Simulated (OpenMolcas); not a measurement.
**Co2+: Racah parameters, the spin-orbit constant, worked from levels**

```
Program             : OpenMolcas 26.06
Basis               : ANO-RCC-VQZP [7s6p4d3f2g1h]
Scalar Hamiltonian  : DKH2, point nucleus
Active space        : 7 electrons in 10 orbitals (3d 4d)
State averaging     : 2S+1 = 4 even, 10 roots; 2S+1 = 2 even, 40 roots
Spin-orbit coupling : state interaction with AMFI integrals over the reference wave functions, term energies averaged over their components
```

Methods: CASSCF; MS-CASPT2, IPEA 0.25 Eh, imaginary shift 0.1 Eh (closed shells correlated: 3s 3p). Measured levels: Sugar and Corliss, J. Phys. Chem. Ref. Data 10, 1097 (1981).

**Racah parameters.** Above ⁴F, d7 has ⁴P at 15B, ²G at 4B + 3C and ²H at 9B + 3C. The first two fix B and C, and the third tests them; where it misses by thousands of cm-1, two parameters do not describe the configuration (Trees and configuration-interaction terms are left out) and B and C hang on the terms chosen. Term energies are centres of gravity, weighted by 2J + 1.

```json
{"Source": "CASSCF", "⁴P": "17662", "²G": "18572", "B": "1177", "C": "4621", "C/B": "3.93", "²H from B, C": "24456", "²H found": "24498"}
{"Source": "MS-CASPT2", "⁴P": "14862", "²G": "16728", "B": "991", "C": "4255", "C/B": "4.29", "²H from B, C": "21684", "²H found": "22767"}
{"Source": "measured", "⁴P": "14561", "²G": "16510", "B": "971", "C": "4209", "C/B": "4.33", "²H from B, C": "21366", "²H found": "22227"}
```

Energies in cm-1. From CASSCF to MS-CASPT2, B changes by -15.8 % and C by -7.9 %. Against the measured terms, MS-CASPT2 has B off by +2.1 % and C by +1.1 %.

**The spin-orbit constant.** For the Hund term ⁴F of d7, E(J) = (A/2) J(J+1) + constant and ζ = -2S·A = -3A. From J = 3/2 to J = 9/2 the energy changes by 10.5 A.

| Source | E(9/2) - E(3/2) | A | ζ |
| --- | --- | --- | --- |
| CASSCF | -1794.0 | -170.9 | 513 |
| MS-CASPT2 | -1790.2 | -170.5 | 511 |
| measured | -1866.8 | -177.8 | 533 |

All in cm-1. MS-CASPT2 is off by -4.1 % and CASSCF by -3.9 %. Both methods take the spin-orbit matrix elements from the reference wave functions, so the second can move ζ only through the term energies and any multistate remixing. Second-order mixing with other terms is absorbed into this ζ.

CASPT2 breaks the degeneracy within a term, and the mean is taken; among the terms shown or strongly mixed into the levels shown the widest spread is 1200 cm-1 (3d⁷ ⁴F, MS-CASPT2). Active for correlation alone: 4d; no level in the range computed is led by a configuration that fills it, so any true level of that kind is missing. Without dynamic correlation excited terms often stand tens of per cent too high (terms of higher spin than the ground term too low), and those without a measured partner can miss by more than the paired ones (holds for CASSCF). Measured partners are found by configuration, term and J. A level has none where our copy of the source lacks it or the pairing is in doubt (some pairs that miss far off the trend of their configuration count as doubtful), and it then counts in no deviation. Only configurations of the active space appear.
